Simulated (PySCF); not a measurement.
Gas-phase reaction: GeH2Cl2 + H2 → GeH3Cl + HCl

Energies from PySCF (xtb for GFN2), thermal terms from the rigid-rotor harmonic-oscillator model, ideal gas at 1 bar. † marks an energy on the PBE0/def2-TZVP geometry and frequencies; other levels use their own. MP2 freezes the core. 6-31G* has spherical d functions here. All species are closed-shell singlets. Ge: all electrons, no relativistic terms. MP2 isn't extrapolated to the basis-set limit; its ΔH°(298 K) is 54.2 kJ in def2-SVP and 62.9 kJ in def2-TZVPP. The harmonic model lacks anharmonicity and excited electronic states, which grow with temperature; levels with a mode under 35 cm⁻¹ are left out.

ΔH° and ΔS° at 298 K: BLYP/def2-TZVP† 57 kJ, 19 J/K; GFN2-xTB 75 kJ, 16 J/K; HF/6-31G* 52 kJ, 20 J/K; HF/def2-TZVP† 51 kJ, 19 J/K; MP2/def2-SVP† 54 kJ, 19 J/K.

**Question.** With the heat capacities included, give log10 K (1 bar) at 500, 1000, 1400, 1600, 1800 K from BLYP/def2-TZVP†, GFN2-xTB, HF/6-31G*, HF/def2-TZVP†, MP2/def2-SVP†.

**Answer.** 
```csv
T (K),BLYP/def2-TZVP†,GFN2-xTB,HF/6-31G*,HF/def2-TZVP†,MP2/def2-SVP†
500,-5.0,-7.0,-4.4,-4.4,-4.7
1000,-2.2,-3.3,-1.9,-1.9,-2.1
1400,-1.5,-2.3,-1.3,-1.3,-1.4
1600,-1.2,-2.0,-1.0,-1.0,-1.2
1800,-1.1,-1.8,-0.9,-0.9,-1.0
```
